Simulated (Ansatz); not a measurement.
Geometry optimisation, Ansatz, RKS PBE-D4/def2-SVP.

Input:

```yaml
crystal:
  periodic: [false, false, false]
  atoms:
    - { symbol: C, position_ang: [-1.7194, 0.0963, -0.1918] }
    - { symbol: C, position_ang: [-0.6008, 0.4664, 0.6766] }
    - { symbol: C, position_ang: [0.6123, 0.0068, 0.44] }
    - { symbol: C, position_ang: [1.05, -0.8798, -0.7113] }
    - { symbol: Se, position_ang: [2.0568, 0.5003, 1.6479] }
    - { symbol: H, position_ang: [-2.6796, 0.6561, 0.1852] }
    - { symbol: H, position_ang: [-1.5549, 0.5042, -1.233] }
    - { symbol: H, position_ang: [-1.9037, -0.938, -0.2219] }
    - { symbol: H, position_ang: [-0.7679, 1.1307, 1.5763] }
    - { symbol: H, position_ang: [0.7506, -0.3727, -1.6402] }
    - { symbol: H, position_ang: [0.3787, -1.8302, -0.6221] }
    - { symbol: H, position_ang: [2.0741, -1.1423, -0.6819] }
    - { symbol: H, position_ang: [2.3242, 1.7675, 0.7909] }
basis:
  gaussian: { orbitals: def2-SVP }
hamiltonian:
  xc: pbe
  dispersion: d4
relax:
  f_tol: 0.015
  max_steps: 40
```

Run as:

```bash
$ ansatz run input.yaml --threads 2 --pin off --max-ram 3072MiB --backend cpu --events-out ev --progress --plain --runs-dir out
```

Q: Where does it end, and by what steps?

A: The run converged. The force dipped under the threshold on the way, but the program's further checks kept it going. After 35 steps the energy has fallen by 0.617 eV; H13 moved furthest, 1.20 Å.

```tsv
step	energy less start (eV)	largest force component (eV/Å)	accepted
0	0.0000	3.692	yes
2	-0.4574	0.207	yes
4	-0.4767	0.132	yes
6	-0.5111	0.162	yes
8	-0.5240	0.263	yes
10	-0.5316	0.042	yes
12	-0.5324	0.011	yes
14	-0.5338	0.076	yes
16	-0.5348	0.184	yes
18	-0.5407	0.238	yes
20	-0.5614	0.216	yes
22	-0.5699	0.140	yes
24	-0.5746	0.360	yes
26	-0.5941	0.206	yes
28	-0.6130	0.112	yes
30	-0.6152	0.015	yes
32	-0.5967	0.348	no
34	-0.6171	0.019	yes
35	-0.6171	0.013	yes
```

```xyz
13
Properties=species:S:1:pos:R:3
C -1.877 0.243 -0.299
C -0.683 0.640 0.516
C 0.572 0.137 0.425
C 1.060 -0.893 -0.550
Se 1.844 0.699 1.771
H -2.693 -0.137 0.354
H -2.297 1.119 -0.840
H -1.654 -0.542 -1.048
H -0.864 1.419 1.279
H 0.277 -1.176 -1.282
H 1.400 -1.811 -0.027
H 1.934 -0.514 -1.123
H 3.002 0.782 0.838
```

Run time: 85 s on 2 threads of Arm Neoverse V2, on a shared host, peak memory 0.17 GiB.
